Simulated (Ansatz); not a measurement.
Two isomers of FH3NOSi: A = `[NH][SiH](O)F`•, B = `N[SiH]([O])F`•.

Computed with Ansatz on PBE0-D4/def2-TZVP structures; ΔE is electronic, products minus reactants. CCSD(T)/CBS is frozen-core, at the limit of the def2 triple- and quadruple-zeta sets. Functionals use def2-TZVPP. B3LYP here is the variant with VWN-RPA as its local correlation; programs differ in this. No spin–orbit coupling; open shells (•) take unrestricted orbitals. Each species was taken in one conformer, which may not be the lowest.

A:

```xyz
7

N     0.737    1.062    0.603
Si   -0.162   -0.354    0.134
O    -0.405   -0.280   -1.469
F    -1.526   -0.248    0.948
H     1.531    0.921    1.227
H     0.424   -1.677    0.411
H    -0.599    0.577   -1.854
```

B:

```xyz
7

N     0.547    0.557   -0.679
Si   -0.368   -0.231    0.537
O    -0.478   -1.711   -0.123
F     0.433   -0.251    1.907
H     1.431    0.162   -0.966
H     0.076    1.005   -1.450
H    -1.641    0.471    0.774
```

Which isomer does CCSD(T)/CBS put lower? Give the gap. (Best estimate.)

Computed: A, by 7.2 kcal/mol.

Give E(B) − E(A) in kcal/mol with CCSD/def2-TZVPP, HF/def2-TZVPP, B3LYP, CCSD(T)/def2-SVP, B3LYP-D4, r2SCAN-D4, PBE-D4. (An estimate is asked.)

The calculation gave: CCSD/def2-TZVPP 7.4, HF/def2-TZVPP 5.3, B3LYP 2.6, CCSD(T)/def2-SVP 5.6, B3LYP-D4 2.5, r2SCAN-D4 2.4, PBE-D4 -1.0. The order is the other way round with PBE-D4.

Largest T1 diagnostic: 0.025.

At CCSD(T), def2-SVP lies −1.6 kcal/mol from the extrapolated value and def2-TZVPP −0.3 kcal/mol. In def2-TZVPP, CCSD(T) changes the Hartree–Fock value by +1.7 kcal/mol (the triples alone add −0.5 kcal/mol) and MP2 by +5.7 kcal/mol.
